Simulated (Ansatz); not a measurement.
PBE exchange is replaced step by step with exact exchange (0 % is PBE, 25 % PBE0; no dispersion term), basis def2-TZVP, Ansatz. System: Si₃Mo⁺. Total charge 1; doublet. Geometry: r2SCAN-D4/def2-SVP.

Geometry of the doublet:

```xyz
4

Mo    0.304    0.819   -1.024
Si    1.200   -0.595    0.635
Si   -0.689    0.908    1.029
Si   -0.816   -1.132   -0.640
```

In the def2 sets Mo takes a core potential; there is no spin–orbit coupling. At PBE0-D4/def2-TZVP, PBE with 35 % exact exchange/def2-TZVP, PBE with 50 % exact exchange/def2-TZVP the charge 1 doublet is spin-contaminated (final ⟨S²⟩ up to 1.34, 0.75 for a pure state). The structure comes from a short search, and lower isomers may exist.

HOMO and LUMO are taken over both spins.

```json
{"exact exchange (%)": "0", "HOMO (eV)": "-10.37", "LUMO (eV)": "-10.03", "gap (eV)": "0.33", "⟨S²⟩": "0.769"}
{"exact exchange (%)": "5", "HOMO (eV)": "-10.56", "LUMO (eV)": "-9.83", "gap (eV)": "0.72", "⟨S²⟩": "0.775"}
{"exact exchange (%)": "10", "HOMO (eV)": "-10.75", "LUMO (eV)": "-9.63", "gap (eV)": "1.12", "⟨S²⟩": "0.784"}
{"exact exchange (%)": "15", "HOMO (eV)": "-10.94", "LUMO (eV)": "-9.43", "gap (eV)": "1.51", "⟨S²⟩": "0.798"}
{"exact exchange (%)": "25", "HOMO (eV)": "-11.32", "LUMO (eV)": "-9.01", "gap (eV)": "2.31", "⟨S²⟩": "0.854"}
{"exact exchange (%)": "35", "HOMO (eV)": "-11.69", "LUMO (eV)": "-8.59", "gap (eV)": "3.10", "⟨S²⟩": "0.993"}
{"exact exchange (%)": "50", "HOMO (eV)": "-12.21", "LUMO (eV)": "-7.96", "gap (eV)": "4.25", "⟨S²⟩": "1.339"}
```
